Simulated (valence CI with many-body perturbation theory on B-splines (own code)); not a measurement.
# Run record, Dy XLVI

Calculated by configuration interaction combined with many-body perturbation theory (CI+MBPT): three valence electrons over a frozen Dirac-Fock core [Ar], a basis of 6 s, 6 p, 5 d, 5 f, 1 g functions for each j, with the one-electron correlation potential Σ1 (screened to all orders), the two-electron term Σ2, the three-electron term Σ3, Breit, model QED; selected single and double excitations, second order for the rest, scaled by the run's own slope (own B-spline code, finite nucleus).

Command, and the settings that its task file holds:

```sh
python run_cv.py task.json out
```

```
atom Dy  Z=66  mass_number=164  rms_radius_fm=5.2218
core [Ar]
valence 3d3
avg = 1
basis = S
breit = 1
cap = 10000
capref = 1200
cscale = 1
de = 0.0
dress = 0
eps = 2e-08
extrap = 1
h = 0.27
hh = 1
l2 = 3
lcore = 6
maxit = 60
n2 = 5
natural = 1
nlev = 21
nno = [3, 3, 3, 3, 1]
nroot = 26
nsp = [3, 3, 2, 2, 0]
pt2 = 1
qed = 1
rpa = 1
s1 = 3
s2 = 1
s3 = 1
screen = 1
tol = 2e-05
whole = 1
```

It took 14 s on 1 thread of Arm Neoverse V1 (shared host).

Log. The first blocks belong to the next ion, which gives the ionisation energy. Fields: 2J, parity (1 odd), roots, reference size, generating configurations, candidates as configurations/state functions, variational space P, stored matrix elements, Davidson steps; e2 is the range of second-order energies in hartree. The first line gives the box (bohr), its intervals, the orbitals and the steps of their self-consistent field. Window is the range of levels sought, series limit the energy at which the first omitted orbital would enter, core excitation an estimate of the first excitation out of the core, left out the lowest levels not solved, and shifts from estimates the range by which levels moved from their first estimate, all in cm⁻¹.

```
rmax 2.5 intervals 56 orbitals 40 references ['3d3', '3d2 4s', '3d2 4p'] scf 2 t 0.7
2J=4 par=0 roots 2 ref 42 generators 3 cand 293/293 P 320/320 nnz 0 it 0
2J=4 par=0 roots 2 ref 42 generators 3 cand 15/15 P 327/327 nnz 0 it 0
   second order: generators 6 cand 8/8 e2 -0.00000 -0.00000
2J=0 par=0 roots 2 ref 17 generators 2 cand 108/108 P 121/121 nnz 0 it 0
2J=0 par=0 roots 2 ref 17 generators 2 cand 4/4 P 124/124 nnz 0 it 0
   second order: generators 4 cand 1/1 e2 -0.00000 -0.00000
2J=6 par=0 roots 2 ref 32 generators 2 cand 250/250 P 250/250 nnz 0 it 0
2J=6 par=0 roots 2 ref 32 generators 4 cand 32/32 P 268/268 nnz 0 it 0
   second order: generators 7 cand 14/14 e2 -0.00000 -0.00000
reference levels 431, estimated 19, window 1199476 1/cm; series limit 20096045, core excitation 2001656
2J=3 par=0 roots 5 ref 31 generators 4 cand 173/331 P 727/1809 nnz 0 it 4
2J=3 par=0 roots 5 ref 31 generators 4 cand 84/140 P 764/1891 nnz 0 it 4
   second order: generators 4 cand 47/58 e2 -0.00000 -0.00000
2J=5 par=0 roots 5 ref 33 generators 3 cand 208/465 P 723/2071 nnz 0 it 3
2J=5 par=0 roots 5 ref 33 generators 3 cand 94/196 P 773/2196 nnz 0 it 3
   second order: generators 3 cand 44/71 e2 -0.00000 -0.00000
2J=7 par=0 roots 3 ref 25 generators 2 cand 207/486 P 666/1855 nnz 0 it 3
2J=7 par=0 roots 3 ref 25 generators 2 cand 102/226 P 722/2003 nnz 0 it 3
   second order: generators 2 cand 46/78 e2 -0.00000 -0.00000
2J=9 par=0 roots 3 ref 18 generators 3 cand 173/316 P 570/1468 nnz 0 it 3
2J=9 par=0 roots 3 ref 18 generators 3 cand 95/147 P 603/1530 nnz 0 it 4
   second order: generators 3 cand 62/85 e2 -0.00000 -0.00000
2J=1 par=0 roots 2 ref 19 generators 2 cand 165/243 P 637/1015 nnz 0 it 0
2J=1 par=0 roots 2 ref 19 generators 2 cand 83/112 P 670/1071 nnz 0 it 0
   second order: generators 2 cand 50/56 e2 -0.00000 -0.00000
2J=11 par=0 roots 1 ref 6 generators 1 cand 165/264 P 390/873 nnz 0 it 0
2J=11 par=0 roots 1 ref 6 generators 1 cand 112/170 P 426/940 nnz 0 it 0
   second order: generators 1 cand 76/103 e2 -0.00000 -0.00000
left out: unestimated 12102734, estimated none, shifts from estimates -0 to 0
operators 1.1
```

The Davidson iterations converged. The settings are bad on purpose, so the numbers may not be properties of the ion.

No measured spectrum was set against this ion. As an estimate, large intervals hold to a few tenths of a per cent, small ones and those within an open d or f shell to about a per cent. Only levels of the ground parity were solved; by the run's estimate the other parity begins above the list, which can be wrong where configurations are misplaced.

* Valence energy: -425.0529 hartree
* Ionisation energy: 3730.7 eV (NIST: 3725 ± 4 eV (theoretical))
* Reference configurations for the orbitals: 3d3, 3d2 4s, 3d2 4p
* Radial orbitals: 40
* Box radius: 2.491 bohr
* Largest variational space: 2196
* Lowest levels: (3d3/2^3) J=3/2 0, (3d3/2^2 3d5/2) J=5/2 [a] 290320, (3d3/2^2 3d5/2) J=3/2 337430, (3d3/2^2 3d5/2) J=7/2 358670, (3d3/2^2 3d5/2) J=9/2 363380, (3d3/2^2 3d5/2) J=1/2 373490, (3d3/2^2 3d5/2) J=5/2 [b] 524430, (3d3/2 3d5/2^2) J=7/2 [a] 645110, (3d3/2 3d5/2^2) J=9/2 674580, (3d3/2 3d5/2^2) J=3/2 [a] 710630, (3d3/2 3d5/2^2) J=1/2 730720, (3d3/2 3d5/2^2) J=11/2 743670, (3d3/2 3d5/2^2) J=5/2 [a] 750050, (3d3/2 3d5/2^2) J=5/2 [b] 799120 cm⁻¹

Levels are named by their leading jj configuration (3d3/2^4 stands for four electrons in 3d with j = 3/2), which in mixed levels can hold well under half, so a name can repeat and another be missing. Letters in brackets count levels of one name in rising energy.
